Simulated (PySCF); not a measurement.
CH7GePS.
Numbering: `[CH3:1][S:2][GeH2:3][PH2:4]` (hydrogens: H5, H6, H7 on C1; H8, H9 on Ge3; H10, H11 on P4)

Computed by this run: PBE0-D3(BJ)/def2-SVP geometry optimisation, gas phase (PySCF 2.14.0); density fitting, grid level 1; the optimiser is geomeTRIC in internal coordinates, started from a GFN2-xTB structure with every atom displaced at random (about 0.01 Å).

Step 0: E = -77764.1863 eV
```
atom  x, y, z in Å  |  force x, y, z in eV/Å
C1     -2.1907   -0.0432    0.2947   -0.257   1.753  -0.623
S2     -0.7812    0.9396    0.8651    0.250   0.290   0.267
Ge3     0.8383   -0.2188   -0.1046    0.357   0.122   0.500
P4      2.9578    0.6241    0.4908   -0.833  -0.651   1.499
H5     -2.2239   -0.0667   -0.8041   -0.051  -0.143   0.010
H6     -2.1811   -1.0147    0.7090   -0.014  -1.527   0.562
H7     -3.0818    0.5041    0.6505    0.086  -0.192  -0.064
H8      0.7087   -1.6674    0.3187    0.033  -0.528   0.337
H9      0.5443   -0.2649   -1.5776   -0.003   0.199  -0.866
H10     3.4196    0.4828   -0.7847    0.577  -0.143  -1.499
H11     2.5090    1.9255    0.2753   -0.145   0.819  -0.123
```

Step 1: E = -77764.3412 eV
```
atom  x, y, z in Å  |  force x, y, z in eV/Å
C1     -2.1901    0.0158    0.3051   -0.007  -0.433   0.183
S2     -0.7128    0.8871    0.9086    0.056  -0.041  -0.075
Ge3     0.8568   -0.3202   -0.1127   -0.102  -0.114  -0.337
P4      2.8731    0.6580    0.5231    0.124   0.090  -0.374
H5     -2.2168   -0.0321   -0.7923   -0.013   0.039  -0.032
H6     -2.2520   -1.0125    0.7199    0.025   0.318  -0.136
H7     -3.0605    0.5816    0.6581   -0.061   0.055   0.003
H8      0.7576   -1.8098    0.3486    0.066   0.300  -0.083
H9      0.6411   -0.2690   -1.6719    0.007  -0.027   0.450
H10     3.4293    0.5123   -0.8082   -0.124   0.044   0.388
H11     2.3932    1.9893    0.2550    0.028  -0.231   0.013
```

Q: Estimate the geometry and energy of step 2. (The exact step hangs on the optimiser's Hessian estimate; all steps are aligned on step 1, rigid shifts and turns removed.)

A: E = -77764.3629 eV, largest force 0.103 eV/Å
```
atom  x, y, z in Å  |  force x, y, z in eV/Å
C1     -2.1985    0.0079    0.3082   -0.011  -0.097   0.034
S2     -0.7177    0.8913    0.8909    0.002   0.011  -0.016
Ge3     0.8581   -0.3046   -0.1271   -0.007   0.010  -0.044
P4      2.8788    0.6521    0.5244   -0.014  -0.004  -0.053
H5     -2.2416   -0.0328   -0.7898   -0.007   0.022  -0.003
H6     -2.2478   -1.0136    0.7169    0.015   0.052  -0.023
H7     -3.0691    0.5708    0.6731    0.013   0.012  -0.005
H8      0.7708   -1.7734    0.3363    0.022  -0.017   0.012
H9      0.6352   -0.2662   -1.6579   -0.015   0.016   0.029
H10     3.4535    0.5013   -0.7798   -0.016  -0.003   0.071
H11     2.3970    1.9677    0.2379    0.018  -0.004  -0.002
```

The energy changes by -0.0217 eV. The first-order estimate −F·Δx gives -0.0393 eV and the mean of the old and new forces, exact on a quadratic surface, -0.0216 eV. The step makes an angle of 63° with the force vector and moves no atom by more than 0.041 Å.

What follows is the cost of the whole optimisation. Time: 2.5 min of wall time; peak memory 0.49 GiB. Hardware: Arm Neoverse N1, one thread, no GPU, shared host with 64 logical CPUs at a one-minute load of 61.
